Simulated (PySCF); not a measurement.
**Question.** Write Cartesian coordinates for `C[C@]12C[C@@H](NC=O)[C@H](C1)C2` as optimised with PBE0-D3(BJ)/def2-SVP.

**Answer.** 
```xyz
23
C8H13NO angstrom
C     -2.546    0.234    0.367
C     -1.087   -0.105    0.231
C     -0.159    0.957   -0.376
C      1.189    0.184   -0.341
N      2.247    0.844    0.379
C      3.465    1.099   -0.163
O      3.804    0.825   -1.290
C      0.696   -1.120    0.304
C     -0.593   -1.381   -0.499
C     -0.235   -0.607    1.424
H     -3.114   -0.606    0.798
H     -2.989    0.474   -0.613
H     -2.690    1.110    1.021
H     -0.459    1.246   -1.395
H     -0.119    1.874    0.234
H      1.594    0.002   -1.346
H      2.092    1.110    1.343
H      4.144    1.607    0.565
H      1.455   -1.895    0.473
H     -0.534   -1.361   -1.600
H     -1.124   -2.284   -0.164
H     -0.727   -1.427    1.967
H      0.143    0.135    2.149
```

Any rigid rotation of these coordinates is as good. Atoms count from 1 in this order. The 4-membered ring C2–C9–C8–C10 has internal angles of 83.2° to 86.0°; it is puckered, 0.24 Å rms from its mean plane, widest ring torsion 35°. Of the pairs four or more bonds apart, O7···H16 is among the closest relative to their van der Waals radii: 2.36 Å, 87 % of the sum of Bondi's values. The 5-membered ring C2–C3–C4–C8–C10 has internal angles of 83.2° to 102.5° (sum 486°, against 540° for a flat polygon); it is puckered, 0.32 Å rms from its mean plane, widest ring torsion 66°. The 5-membered ring C2–C3–C4–C8–C9 has internal angles of 83.2° to 101.1° (sum 484°, against 540° for a flat polygon); it is puckered, 0.33 Å rms from its mean plane, widest ring torsion 67°.

Bonds between heavy atoms (Å): C1–C2 1.504, C2–C3 1.536, C3–C4 1.554, C4–N5 1.440, N5–C6 1.356, C6=O7 1.209, C4–C8 1.536, C8–C9 1.541, C8–C10 1.543, C2–C9 1.551, C2–C10 1.550.

Method used: PySCF, PBE0-D3(BJ)/def2-SVP geometry optimisation, gas phase.

Point group: C1 (no symmetry element, even within 0.4 Å). Not checked by PBE0-D3(BJ)/def2-SVP frequencies. One conformer, not necessarily the lowest (C3–C4–N5–C6 -126°, C4–N5–C6–O7 1°).

On one thread of an Arm Neoverse V2, shared host with 32 logical CPUs at a one-minute load of 15, this took 3.0 min of wall time and 0.93 GiB of memory at its peak. This is the geometry optimisation.
